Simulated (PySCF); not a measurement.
# Antimony: a sound run and one with changed settings

Sound run: Sb [Kr] 4d10 5s2 5p3, Sb+ [Kr] 4d10 5s2 5p2. Calculation: PySCF 2.14, in def2-TZVP with the def2 core potential (28 electrons); a scalar-relativistic core potential. In the sound run the correlated levels freeze 4s2 4p6 4d10 outside the core potential. The sound run starts from symmetry-adapted Hartree-Fock orbitals and uses a fine grid where one is needed.

Changed run: a valence shell is frozen. This setting is unsound on purpose.

| species | method | sound run (hartree) | changed run (hartree) | converged |
| --- | --- | --- | --- | --- |
| Sb | MP2 | -239.33763 | -239.29017 | yes |
| Sb | CCSD(T) | -239.35269 | -239.29455 | yes |
| Sb+ | MP2 | -239.00739 | -238.96620 | yes |
| Sb+ | CCSD(T) | -239.02197 | -238.96788 | yes |

Ionisation energy of Sb:

```json
{"method": "UHF", "sound run (eV)": "8.584", "changed run (eV)": "8.584"}
{"method": "MP2", "sound run (eV)": "8.986", "changed run (eV)": "8.816"}
{"method": "SCS-MP2", "sound run (eV)": "8.864", "changed run (eV)": "8.661"}
{"method": "CCSD", "sound run (eV)": "8.971", "changed run (eV)": "8.884"}
{"method": "CCSD(T)", "sound run (eV)": "8.999", "changed run (eV)": "8.889"}
```

Freezing a valence shell removes pair correlation that changes on ionisation.

For comparison, NIST gives 8.608 eV between the lowest levels.
